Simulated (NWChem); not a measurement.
A series in which one site is exchanged, each optimised at PBE0/def2-SVP with NWChem, gas phase unless a solvent is named. Low-valent species are run as closed-shell singlets; no triplet was tried in these runs. For some, no frequency run checked for a minimum. def2 effective core potentials on Sn, Pb; no spin-orbit coupling.

A: [F][SnH] (SnHF; site = Sn)
B: [F][PbH] (PbHF; site = Pb)
C: [F][GeH] (GeHF; site = Ge)
D: F[SiH] (SiHF; site = Si)

Task: Rank them by static polarisability, B3LYP/def2-SVPD (bohr³), lowest first.

Result: D (31.5), C (33.3), A (42.6), B (43.9)
